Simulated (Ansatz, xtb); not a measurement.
## Two isomers of C4H5F3OS

We compare a, `O=CCSCC(F)(F)F`, a singlet, with b, `O=C(CCS)C(F)(F)F`, a singlet. Both are isolated molecules in the gas phase, relaxed with B3LYP-D3(BJ)/def2-SVP, each in the lowest conformer that the search found.

a (Å):

```xyz
14

C    -0.1977    0.6668   -2.8481
C    -0.5722    1.6871   -1.8038
C     1.0880    0.4284    0.0642
C     0.2715    0.3646    1.3406
F    -1.0451    0.5206    1.1034
F     0.6360    1.3054    2.2214
F     0.4343   -0.8317    1.9310
O    -0.3592   -0.5214   -2.7037
S     0.9548    2.0122   -0.8253
H     0.3226    1.0800   -3.7499
H    -0.8417    2.6552   -2.2506
H    -1.3737    1.3247   -1.1479
H     2.1458    0.2948    0.3308
H     0.7862   -0.4035   -0.5896
```

b (Å):

| atom | x (Å) | y (Å) | z (Å) |
| --- | --- | --- | --- |
| C | 0.2628 | 0.8165 | 1.2863 |
| C | -0.5916 | 1.6343 | 0.3495 |
| C | -0.6949 | 1.0452 | -1.0515 |
| C | 0.3015 | 1.3235 | 2.7529 |
| F | 1.1188 | 0.6002 | 3.5035 |
| F | -0.9321 | 1.2724 | 3.2828 |
| F | 0.7084 | 2.6056 | 2.7827 |
| O | 0.8964 | -0.1592 | 0.9795 |
| S | -1.6631 | -0.5100 | -1.1482 |
| H | -1.5868 | 1.7552 | 0.8098 |
| H | -0.1491 | 2.6481 | 0.3220 |
| H | 0.3044 | 0.8764 | -1.4770 |
| H | -1.2211 | 1.7502 | -1.7106 |
| H | -0.7298 | -1.2905 | -0.5593 |

Question: Estimate E(b) − E(a) at the level CCSD(T)/def2-SVP + ΔMP2/def2-TZVPP.

Answer: Too close to call at this level: CCSD(T)/def2-SVP + ΔMP2/def2-TZVPP gives E(b) − E(a) = +3.33 kJ/mol.

The same difference at several levels:

| level | geometry | E(b) − E(a) (kJ/mol) | departure from the last row (kJ/mol) | job, with rough time for the two |
| --- | --- | --- | --- | --- |
| GFN2-xTB | GFN2-xTB | −5.01 | −8.34 | optimisation, 0.21 s |
| HF/STO-3G | GFN2-xTB | +1.90 | −1.43 | single point, 0.52 s |
| r2SCAN-D4/def2-SVP | GFN2-xTB | −5.17 | −8.50 | single point, 4.7 s |
| B3LYP-D3(BJ)/def2-SVP | B3LYP-D3(BJ)/def2-SVP | −2.72 | −6.05 | optimisation, 50 s |
| HF/def2-SVP | B3LYP-D3(BJ)/def2-SVP | −7.88 | −11.21 | part of the CCSD(T) run |
| MP2/def2-SVP | B3LYP-D3(BJ)/def2-SVP | −7.74 | −11.07 | part of the CCSD(T) run |
| CCSD(T)/def2-SVP | B3LYP-D3(BJ)/def2-SVP | −8.21 | −11.54 | single point |
| CCSD(T)/def2-SVP + ΔMP2/def2-TZVPP | B3LYP-D3(BJ)/def2-SVP | +3.33 |  | single point, 2.7 min |

As drawn, b has 1 C–C, 1 S–H in place of 1 C–S, 1 C–H.

The largest departure from CCSD(T)/def2-SVP + ΔMP2/def2-TZVPP is that of CCSD(T)/def2-SVP, 11.54 kJ/mol. The last row adds to CCSD(T) the change of the MP2 difference between the two basis sets, here +11.54 kJ/mol.

With thermal terms from frequencies at re-optimised GFN2-xTB minima (ideal gas, soft modes damped towards free rotors, one conformer each, 298.15 K, 1 atm): on the last row, ΔE + ΔZPE = −1.00, ΔH = −0.64, ΔG = −1.24 kJ/mol.

The correlated steps freeze 13 core orbitals. Run with Ansatz 0.2.0, xtb 6.7.1; the last row on 4 threads of Arm Neoverse V1 on a shared host.
